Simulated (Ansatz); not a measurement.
Total energies of CrO₂F₂ from Ansatz at PBE-D4/def2-TZVP, gas phase (1 Eh = 27.2114 eV = 2625.5 kJ/mol). The reference geometry is relaxed at r2SCAN-D4/def2-SVP.

```tsv
state	geometry	energy (Eh)
charge 0 singlet	reference	-1394.36716
charge 1 doublet	reference	-1393.90773
free Cr atom (septet)	–	-1044.19823
free O atom (triplet)	–	-75.00967
free F atom (doublet)	–	-99.66912
```

Work out the vertical ionisation energy to the doublet.

E(charge 1 doublet) − E(charge 0 singlet) = -1393.90773 − (-1394.36716) = 0.45943 Eh = 12.50 eV. For comparison, −ε of the highest occupied level is 8.75 eV at this level, 3.75 eV less.

What is the binding energy per atom against free atoms?

Atoms: 1 × (-1044.19823) + 2 × (-75.00967) + 2 × (-99.66912) = -1393.55581 Eh. Binding: -1393.55581 − (-1394.36716) = 0.81135 Eh = 22.08 eV, or 4.42 eV for each of 5 atoms (no zero-point energy, no counterpoise term).
